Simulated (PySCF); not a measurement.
A side-by-side comparison of computed properties.

First species: C₅H₆F₃N₃.
SMILES: `CCn1nncc1C(F)(F)F`

Second species: C5H9F3OP2.
SMILES: `OCCC/P=P\CC(F)(F)F`

Levels: PBE0/pcSseg-1 for HOMO energy, LUMO energy and HOMO–LUMO gap. Geometries: GFN2-xTB. Each structure is a single optimised conformer of the isolated species, non-relativistic unless stated; the electronic structure was computed with PySCF and density fitting.

Dipoles, sizes and rotational constants follow the conformer. The torsions of the flexible species, by atom-mapped SMILES:
- `[CH3:1][CH2:2][n:3]1[n:4][n:5][cH:6][c:7]1[C:8]([F:9])([F:10])[F:11]`: C1–C2–N3–N4 -89°, C6–C7–C8–F9 120°

The conformers of `OCCC/P=P\CC(F)(F)F` aren't listed.

Values for the first species:

- HOMO energy: -8.11 eV
- LUMO energy: -0.90 eV
- HOMO–LUMO gap: 7.21 eV

(1) Estimate the same properties for the second species, and the change in each.

Results:

(1) 
| property | first | second | second less first |
| --- | --- | --- | --- |
| HOMO energy | -8.11 eV | -7.59 eV | +0.52 eV |
| LUMO energy | -0.90 eV | -2.98 eV | -2.08 eV |
| HOMO–LUMO gap | 7.21 eV | 4.61 eV | -2.60 eV |

